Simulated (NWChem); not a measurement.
CCl3F; SMILES FC(Cl)(Cl)Cl

Computed with NWChem. Pople sets run with spherical d functions. All runs use the structure optimised with B3LYP/6-31G* (spherical d). Ions are spin-unrestricted doublets at the neutral geometry; other ion states weren't tried. Functional: LC-ωPBE (HJS hole) with 6-31G*; rows give the range parameter ω in 1/bohr.

```json
[
 {"range parameter (1/bohr)": "0.05", "vertical ionisation energy, ΔSCF (eV)": "10.84", "−ε(HOMO) (eV)": "8.40", "ΔSCF minus −ε(HOMO) (eV)": "2.44"},
 {"range parameter (1/bohr)": "0.15", "vertical ionisation energy, ΔSCF (eV)": "(withheld)", "−ε(HOMO) (eV)": "(withheld)", "ΔSCF minus −ε(HOMO) (eV)": "(withheld)"},
 {"range parameter (1/bohr)": "0.20", "vertical ionisation energy, ΔSCF (eV)": "11.28", "−ε(HOMO) (eV)": "10.38", "ΔSCF minus −ε(HOMO) (eV)": "0.90"},
 {"range parameter (1/bohr)": "0.35", "vertical ionisation energy, ΔSCF (eV)": "11.99", "−ε(HOMO) (eV)": "11.74", "ΔSCF minus −ε(HOMO) (eV)": "0.25"},
 {"range parameter (1/bohr)": "0.80", "vertical ionisation energy, ΔSCF (eV)": "13.01", "−ε(HOMO) (eV)": "13.41", "ΔSCF minus −ε(HOMO) (eV)": "-0.40"}
]
```

**Question.** Some entries are withheld; supply them.

**Answer.** 
- 0.15, vertical ionisation energy, ΔSCF (eV): 11.07
- 0.15, −ε(HOMO) (eV): 9.79
- 0.15, ΔSCF minus −ε(HOMO) (eV): 1.28
